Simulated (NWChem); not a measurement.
Species: PbIF, singlet; SMILES [Pb]([F])[I]

Program: NWChem. Low-valent species are run as closed-shell singlets; no triplet was tried in these runs. Geometry: optimised at PBE0/def2-SVP. def2 effective core potentials on I, Pb; no spin-orbit coupling. Level: PBE0/def2-SVPD; the question gives the wavelength of the field.

Problem. Estimate the computed values for field 1065 nm. Quantities: isotropic polarisability (bohr³); anisotropy (bohr³).

Solution. 
```yaml
isotropic polarisability (bohr³): 83.0
anisotropy (bohr³): 55.3
```
